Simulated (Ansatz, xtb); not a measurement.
# Two isomers of C4H8ClGeN

We compare I, `CC#[C][Ge@]([CH3])([NH2])[Cl]`, a singlet, with II, `N#CCC[CH2][GeH2][Cl]`, a singlet. Both are isolated molecules in the gas phase, relaxed with r2SCAN-D4/def2-SVP; the shapes shown needn't be the lowest conformers.

I (Å):

```yaml
atoms:
  - { symbol: C, position_ang: [4.7091, -1.1405, -0.0058] }
  - { symbol: C, position_ang: [3.3053, -0.9258, -0.3027] }
  - { symbol: C, position_ang: [2.1213, -0.7346, -0.5480] }
  - { symbol: C, position_ang: [-0.8386, -1.7266, -0.0077] }
  - { symbol: Cl, position_ang: [-0.2126, 1.5437, -0.3813] }
  - { symbol: Ge, position_ang: [0.2883, -0.4878, -0.9684] }
  - { symbol: N, position_ang: [-0.0928, -0.5452, -2.7582] }
  - { symbol: H, position_ang: [5.0908, -0.3613, 0.6738] }
  - { symbol: H, position_ang: [4.8692, -2.1172, 0.4789] }
  - { symbol: H, position_ang: [5.3192, -1.1148, -0.9233] }
  - { symbol: H, position_ang: [-0.6557, -1.6384, 1.0725] }
  - { symbol: H, position_ang: [-0.6175, -2.7589, -0.3198] }
  - { symbol: H, position_ang: [-1.8935, -1.5022, -0.2199] }
  - { symbol: H, position_ang: [0.3930, 0.1807, -3.2850] }
  - { symbol: H, position_ang: [0.1390, -1.4431, -3.1841] }
```

II (Å):

```xyz
15

C     0.8593   -1.6613    1.6722
C     1.0814   -2.4749    0.4812
C     1.0446   -1.6503   -0.8188
C     2.0956   -0.5439   -0.8590
Cl   -0.0024    1.2438   -2.6999
Ge    2.0386    0.5159   -2.4983
N     0.6909   -0.9830    2.6016
H     2.0573   -2.9804    0.5898
H     0.3154   -3.2685    0.4544
H     1.1857   -2.3513   -1.6596
H     0.0398   -1.2125   -0.9413
H     3.1166   -0.9595   -0.7724
H     1.9604    0.1511   -0.0120
H     2.3208   -0.3355   -3.7455
H     2.9552    1.7433   -2.4338
```

Quicker runs give these differences E(II) − E(I): GFN2-xTB −57.96 kJ/mol; HF/STO-3G −66.67 kJ/mol (at GFN2-xTB geometries); r2SCAN-D4/def2-SVP//GFN2-xTB −22.12 kJ/mol.

Estimate E(II) − E(I) at the level CCSD(T)/def2-SVP + ΔMP2/def2-TZVPP.

Too close to call at this level: CCSD(T)/def2-SVP + ΔMP2/def2-TZVPP gives E(II) − E(I) = −5.63 kJ/mol.

How the difference moves with the method:

```csv
level,geometry,E(II) − E(I) (kJ/mol),departure from the last row (kJ/mol),"job, with rough time for the two"
GFN2-xTB,GFN2-xTB,−57.96,−52.33,"optimisation, 0.21 s"
HF/STO-3G,GFN2-xTB,−66.67,−61.04,"single point, 0.62 s"
r2SCAN-D4/def2-SVP//GFN2-xTB,GFN2-xTB,−22.12,−16.49,"single point, 5.1 s"
r2SCAN-D4/def2-SVP,r2SCAN-D4/def2-SVP,−24.25,−18.62,"optimisation, 71 s"
HF/def2-SVP,r2SCAN-D4/def2-SVP,−31.04,−25.41,part of the CCSD(T) run
MP2/def2-SVP,r2SCAN-D4/def2-SVP,−39.77,−34.14,part of the CCSD(T) run
CCSD(T)/def2-SVP,r2SCAN-D4/def2-SVP,−47.76,−42.13,single point
CCSD(T)/def2-SVP + ΔMP2/def2-TZVPP,r2SCAN-D4/def2-SVP,−5.63,,"single point, 2.4 min"
```

As drawn, II has 1 C≡N, 2 C–C, 2 Ge–H in place of 1 C≡C, 1 C–Ge, 1 Ge–N, 2 N–H.

The largest departure from CCSD(T)/def2-SVP + ΔMP2/def2-TZVPP is that of HF/STO-3G, 61.04 kJ/mol. A small imaginary or near-zero mode remains, so no thermal terms are given. The last row adds to CCSD(T) the change of the MP2 difference between the two basis sets, here +42.13 kJ/mol, a large step that makes the value less sure.

The correlated steps freeze 19 core orbitals; the filled d shell of Ge is correlated, in a basis made for valence electrons. Codes used: Ansatz 0.2.0, xtb 6.7.1; the last row on 4 threads of Arm Neoverse V1 on a shared host.
